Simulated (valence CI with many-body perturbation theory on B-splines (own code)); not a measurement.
O3+: electric-dipole lines

Calculated by valence CI with perturbative core correlation (CI+MBPT): three valence electrons over a frozen Dirac-Fock core [He], radial functions for each j: 11 s, 11 p, 9 d, 7 f, 5 g, 2 h, 1 i, with the one-electron correlation potential Σ1 (screened to all orders), the two-electron term Σ2, the three-electron term Σ3, Breit, model QED; selected single and double excitations, second order for the rest, scaled by the run's own slope (own B-spline code, finite nucleus).

Against 43 measured levels this calculation errs by 73 cm⁻¹ on average and by 162 at most. These come from a selection out of Moore, Selected Tables of Atomic Spectra, NSRDS-NBS 3, section 10. Levels without a partner in it may be off by more.

Lines 51 to 100 of 269 in falling wavelength, among levels below 534858 cm⁻¹, chosen from the strongest by gf and those to the six lowest levels. Wavelengths and rates use the calculated energies, so an error of 70 cm⁻¹ moves a line at 3058 Å by 0.21 % and its rate by three times that or more. Electric multipoles are in the length gauge, E1 and E2 with the static RPA response of the core. Weak lines are less certain than strong ones. Lines between different terms over intervals too small for the method are left out, as are lines whose strength nearly cancels. The highest levels of a list are the least certain.

Letters in brackets count levels of one name in rising energy.

| λ vac (Å) | λ from measured levels | Upper | Lower | A (s⁻¹) | S (a.u.) with core polarisation | S without |
| --- | --- | --- | --- | --- | --- | --- |
| 3213 |  | 2s 2p 3d 4D°_7/2 | 2s 2p 3p 4D_7/2 | 2.61e+07 | 3.42e+00 | 3.42e+00 |
| 3203 |  | 2s 2p 3d 4D°_3/2 | 2s 2p 3p 4D_5/2 | 9.78e+06 | 6.34e-01 | 6.34e-01 |
| 3198 |  | 2s 2p 3d 4D°_5/2 | 2s 2p 3p 4D_5/2 | 1.82e+07 | 1.77e+00 | 1.76e+00 |
| 3189 |  | 2s 2p 3d 4D°_3/2 | 2s 2p 3p 4D_3/2 | 1.25e+07 | 8.00e-01 | 7.99e-01 |
| 3074 |  | 2s2 3p 2P°_1/2 | 2s2 3s 2S_1/2 | 1.28e+08 | 3.65e+00 | 3.66e+00 |
| 3065 |  | 2s2 3p 2P°_3/2 | 2s2 3s 2S_1/2 | 1.29e+08 | 7.31e+00 | 7.31e+00 |
| 3058 | 3053 | 2s2 4s 2S_1/2 | 2s 2p 3s 2P°_3/2 [a] | 5.41e+07 | 1.53e+00 | 1.53e+00 |
| 3033 | 3029 | 2s2 4s 2S_1/2 | 2s 2p 3s 2P°_1/2 [a] | 2.72e+07 | 7.50e-01 | 7.51e-01 |
| 3021 | 3041 | 2s 2p 3s 2P°_3/2 [b] | 2s2 4s 2S_1/2 | 1.42e+07 | 7.71e-01 | 7.71e-01 |
| 2984 | 2983 | 2s 2p 3s 2P°_3/2 [a] | 2s2 3d 2D_5/2 | 1.12e+07 | 5.86e-01 | 5.86e-01 |
| 2926 |  | 2s 2p 3d 2D°_3/2 | 2s 2p 3p 2P_3/2 | 1.94e+07 | 9.59e-01 | 9.59e-01 |
| 2921 |  | 2s 2p 3d 2D°_5/2 | 2s 2p 3p 2P_3/2 | 1.24e+08 | 9.16e+00 | 9.16e+00 |
| 2916 |  | 2s 2p 3d 2D°_3/2 | 2s 2p 3p 2P_1/2 | 1.04e+08 | 5.09e+00 | 5.09e+00 |
| 2836 | 2837 | 2s 2p 3p 4S_3/2 | 2s 2p 3s 4P°_5/2 | 7.73e+07 | 3.48e+00 | 3.49e+00 |
| 2831 |  | 2s 2p 3d 4P°_5/2 | 2s 2p 3p 4D_7/2 | 1.56e+07 | 1.05e+00 | 1.05e+00 |
| 2817 | 2817 | 2s 2p 3p 4S_3/2 | 2s 2p 3s 4P°_3/2 | 5.81e+07 | 2.56e+00 | 2.56e+00 |
| 2806 | 2807 | 2s 2p 3p 4S_3/2 | 2s 2p 3s 4P°_1/2 | 3.11e+07 | 1.36e+00 | 1.36e+00 |
| 2520 |  | 2s 2p 3p 4P_3/2 | 2s 2p 3s 4P°_5/2 | 1.28e+08 | 4.04e+00 | 4.04e+00 |
| 2512 |  | 2s 2p 3p 4P_5/2 | 2s 2p 3s 4P°_5/2 | 1.91e+08 | 8.97e+00 | 8.97e+00 |
| 2511 |  | 2s 2p 3p 4P_1/2 | 2s 2p 3s 4P°_3/2 | 2.26e+08 | 3.53e+00 | 3.53e+00 |
| 2506 | 2511 | 2s 2p 3p 2S_1/2 | 2s 2p 3s 2P°_3/2 [a] | 1.11e+08 | 1.73e+00 | 1.73e+00 |
| 2505 |  | 2s 2p 3p 4P_3/2 | 2s 2p 3s 4P°_3/2 | 3.42e+07 | 1.06e+00 | 1.06e+00 |
| 2502 |  | 2s 2p 3p 4P_1/2 | 2s 2p 3s 4P°_1/2 | 4.48e+07 | 6.92e-01 | 6.92e-01 |
| 2497 |  | 2s 2p 3p 4P_5/2 | 2s 2p 3s 4P°_3/2 | 8.04e+07 | 3.70e+00 | 3.70e+00 |
| 2496 |  | 2s 2p 3p 4P_3/2 | 2s 2p 3s 4P°_1/2 | 1.09e+08 | 3.35e+00 | 3.35e+00 |
| 2489 | 2495 | 2s 2p 3p 2S_1/2 | 2s 2p 3s 2P°_1/2 [a] | 5.54e+07 | 8.42e-01 | 8.43e-01 |
| 2131 | 2133 | 2s 2p 3d 2P°_3/2 | 2s 2p 3p 2P_3/2 | 1.26e+08 | 2.40e+00 | 2.40e+00 |
| 2125 | 2128 | 2s 2p 3d 2P°_3/2 | 2s 2p 3p 2P_1/2 | 2.42e+07 | 4.58e-01 | 4.58e-01 |
| 2124 | 2126 | 2s 2p 3d 2P°_1/2 | 2s 2p 3p 2P_3/2 | 4.91e+07 | 4.65e-01 | 4.65e-01 |
| 2119 | 2121 | 2s 2p 3d 2P°_1/2 | 2s 2p 3p 2P_1/2 | 9.77e+07 | 9.17e-01 | 9.18e-01 |
| 1941 | 1947 | 2s 2p 3s 2P°_3/2 [b] | 2s 2p 3p 2P_3/2 | 2.72e+07 | 3.92e-01 | 3.92e-01 |
| 1739 | 1739 | 2s2 4d 2D_5/2 | 2s 2p 3s 2P°_3/2 [a] | 8.69e+07 | 1.35e+00 | 1.35e+00 |
| 1731 | 1731 | 2s2 4d 2D_3/2 | 2s 2p 3s 2P°_1/2 [a] | 7.26e+07 | 7.44e-01 | 7.44e-01 |
| 1409 | 1407 | 2s 2p2 4P_1/2 | 2s2 2p 2P°_3/2 | 1.43e+03 | 3.96e-06 | 3.99e-06 |
| 1406 | 1405 | 2s 2p2 4P_3/2 | 2s2 2p 2P°_3/2 | 2.78e+02 | 1.53e-06 | 1.55e-06 |
| 1402 | 1401 | 2s 2p2 4P_5/2 | 2s2 2p 2P°_3/2 | 1.18e+03 | 9.65e-06 | 9.75e-06 |
| 1401 | 1400 | 2s 2p2 4P_1/2 | 2s2 2p 2P°_1/2 | 1.45e+03 | 3.93e-06 | 3.97e-06 |
| 1398 | 1397 | 2s 2p2 4P_3/2 | 2s2 2p 2P°_1/2 | 4.18e+01 | 2.26e-07 | 2.27e-07 |
| 1345 | 1344 | 2p3 2D°_5/2 | 2s 2p2 2P_3/2 | 2.56e+08 | 1.84e+00 | 1.86e+00 |
| 1340 | 1339 | 2p3 2D°_3/2 | 2s 2p2 2P_1/2 | 2.18e+08 | 1.04e+00 | 1.04e+00 |
| 1244 | 1243 | 2s2 4p 2P°_1/2 | 2s2 3d 2D_3/2 | 3.55e+08 | 6.73e-01 | 6.74e-01 |
| 1243 | 1242 | 2s2 4p 2P°_3/2 | 2s2 3d 2D_5/2 | 3.19e+08 | 1.21e+00 | 1.21e+00 |
| 1093 |  | 2s 2p 3d 2F°_7/2 | 2s2 3d 2D_5/2 | 4.32e+07 | 2.23e-01 | 2.23e-01 |
| 1081 |  | 2s 2p 3p 2D_3/2 | 2s2 3p 2P°_1/2 | 1.62e+08 | 4.03e-01 | 4.04e-01 |
| 1079 |  | 2s 2p 3p 2D_5/2 | 2s2 3p 2P°_3/2 | 1.94e+08 | 7.21e-01 | 7.22e-01 |
| 1067 |  | 2s2 4f 2F°_5/2 | 2s2 3d 2D_5/2 | 2.27e+08 | 8.16e-01 | 8.16e-01 |
| 1067 |  | 2s2 4f 2F°_7/2 | 2s2 3d 2D_5/2 | 3.39e+09 | 1.62e+01 | 1.62e+01 |
| 1067 |  | 2s2 4f 2F°_5/2 | 2s2 3d 2D_3/2 | 3.18e+09 | 1.14e+01 | 1.14e+01 |
| 1047 |  | 2s2 4s 2S_1/2 | 2s2 3p 2P°_3/2 | 1.06e+09 | 1.20e+00 | 1.20e+00 |
| 1046 |  | 2s2 4s 2S_1/2 | 2s2 3p 2P°_1/2 | 5.32e+08 | 6.00e-01 | 6.00e-01 |
